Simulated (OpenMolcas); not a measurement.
# Fe7+, Ru7+, Os7+: d down the group

```yaml
Program: OpenMolcas
Method: SS-CASPT2, IPEA 0.25 Eh, imaginary shift 0.1 Eh
Basis: ANO-RCC-VTZP
Scalar_Hamiltonian: DKH2, point nucleus
Spin-orbit_coupling: state interaction with AMFI integrals over the reference wave functions, term energies averaged over their components
```

Active space for each ion: 1 electron in 5 orbitals (d); closed shells correlated by CASPT2: Fe7+ 3s 3p; Ru7+ 4s 4p; Os7+ 5s 5p.

Computed levels in cm-1 above 2D 3/2:

| Level | Fe7+ | Ru7+ | Os7+ |
| --- | --- | --- | --- |
| 2D 5/2 | 1808 | 4190 | 13950 |
| weight of 2D in the lowest level (%) | 100 | 100 | 100 |

Measured, with the error of the calculation in %. Measured levels: Fe7+ from Corliss and Sugar, J. Phys. Chem. Ref. Data 11, 135 (1982).

```
 Level         Fe7+
2D 5/2  1836 (-1.5)
```

The fine-structure level 2D 5/2 changes by a factor of 7.72 from Fe7+ to Os7+.

CASPT2 breaks the degeneracy within a term, and the mean is taken; among the terms shown or strongly mixed into the levels shown the widest spread is 19 cm-1 (3d 2D, Fe7+). With one active electron, CASPT2 adds the correlation within the correlated inactive shells and between them and that electron, and leaves the splitting within a term as the reference gives it. Measured partners are found by configuration, term and J. A level has none where our copy of the source lacks it or the pairing is in doubt (some pairs that miss far off the trend of their configuration count as doubtful), and it then counts in no deviation. Levels of configurations outside the active space are missing.
